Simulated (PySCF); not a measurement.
SMILES S[SiH2]CC(C)(C)C (C₅H₁₄SSi) (GFN2-xTB optimised geometry):

```
21

C      1.387     0.725     0.000
C     -0.141     0.725     0.000
C     -0.652     0.025     1.259
C     -0.640     2.175     0.000
C     -0.680     0.026    -1.256
Si    -0.104    -1.757    -1.566
S     -1.239    -2.533    -3.230
H      1.774    -0.285     0.113
H      1.772     1.139    -0.929
H      1.765     1.327     0.824
H     -1.739    -0.010     1.265
H     -0.274    -0.992     1.318
H     -0.323     0.561     2.148
H     -0.299     2.696     0.892
H     -1.728     2.207    -0.018
H     -0.267     2.710    -0.871
H     -1.774     0.037    -1.213
H     -0.408     0.631    -2.126
H     -0.426    -2.710    -0.514
H      1.303    -1.837    -1.955
H     -1.025    -1.521    -4.057
```

Level of theory: CAM-B3LYP/def2-SVP in PySCF 2.14.0.

Q: What are the frontier orbital energies and the dipole moment?

A: HOMO-2 -10.21 eV, HOMO-1 -9.70 eV, HOMO -8.20 eV, LUMO 1.75 eV, LUMO+1 2.23 eV; dipole moment 2.25 D.

Meta-Löwdin charges at CAM-B3LYP/def2-SVP: C1 -0.29, C2 0.09, C3 -0.29, C4 -0.29, C5 -0.40, Si6 0.61, S7 -0.30, H8 0.09, H9 0.09, H10 0.09, H11 0.09, H12 0.09, H13 0.09, H14 0.09, H15 0.09, H16 0.09, H17 0.10, H18 0.10, H19 -0.10, H20 -0.11, H21 0.08.
